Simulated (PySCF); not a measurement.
Be(Cl)(SeH) (BeClHSe), SMILES [Cl][Be][SeH].

Geometry optimised at PBE-D3(BJ)/def2-TZVP. One conformer was computed; it need not be the lowest.

Level of theory: TDA-M06-2X/def2-SVPD run with PySCF 2.14.0.

Vertical excitations. The molecule is in vacuum. State labels are in the subgroup Cs.

Computed lowest excited states:
```json
[
 {"state": "S1", "symmetry": "A\"", "energy (eV)": "5.05", "λ (nm)": "246", "f": "0.001", "main pairs": "HOMO→LUMO 91 %"},
 {"state": "S2", "symmetry": "A\"", "energy (eV)": "5.68", "λ (nm)": "218", "f": "0.050", "main pairs": "HOMO→LUMO+1 84 %"},
 {"state": "S3", "symmetry": "A\"", "energy (eV)": "6.27", "λ (nm)": "198", "f": "0.011", "main pairs": "HOMO→LUMO+5 28 %, HOMO→LUMO+4 23 %, HOMO→LUMO+3 17 %, HOMO→LUMO+8 10 %"},
 {"state": "S4", "symmetry": "A'", "energy (eV)": "6.37", "λ (nm)": "195", "f": "0.135", "main pairs": "HOMO→LUMO+2 78 %"},
 {"state": "S5", "symmetry": "A'", "energy (eV)": "7.10", "λ (nm)": "175", "f": "0.001", "main pairs": "HOMO−1→LUMO 84 %"},
 {"state": "S6", "symmetry": "A\"", "energy (eV)": "7.24", "λ (nm)": "171", "f": "0.012", "main pairs": "HOMO→LUMO+3 63 %, HOMO→LUMO+5 23 %"},
 {"state": "S7", "symmetry": "A\"", "energy (eV)": "7.41", "λ (nm)": "167", "f": "0.006", "main pairs": "HOMO→LUMO+4 58 %, HOMO→LUMO+5 31 %"},
 {"state": "S8", "symmetry": "A\"", "energy (eV)": "7.53", "λ (nm)": "165", "f": "0.000", "main pairs": "HOMO−3→LUMO 79 %"},
 {"state": "S9", "symmetry": "A'", "energy (eV)": "7.69", "λ (nm)": "161", "f": "0.239", "main pairs": "HOMO−1→LUMO+1 54 %, HOMO→LUMO+6 19 %"},
 {"state": "S10", "symmetry": "A\"", "energy (eV)": "7.77", "λ (nm)": "160", "f": "0.003", "main pairs": "HOMO−1→LUMO+2 77 %"},
 {"state": "T1", "symmetry": "A\"", "energy (eV)": "4.83", "λ (nm)": "257", "f": "0", "main pairs": "HOMO→LUMO 86 %"},
 {"state": "T2", "symmetry": "A\"", "energy (eV)": "5.45", "λ (nm)": "228", "f": "0", "main pairs": "HOMO→LUMO+1 82 %"},
 {"state": "T3", "symmetry": "A'", "energy (eV)": "5.49", "λ (nm)": "226", "f": "0", "main pairs": "HOMO→LUMO+2 86 %"},
 {"state": "T4", "symmetry": "A\"", "energy (eV)": "6.02", "λ (nm)": "206", "f": "0", "main pairs": "HOMO→LUMO+5 28 %, HOMO→LUMO+4 21 %, HOMO→LUMO+3 13 %, HOMO→LUMO+8 12 %"}
]
```
Triplets are in the Tamm–Dancoff approximation.
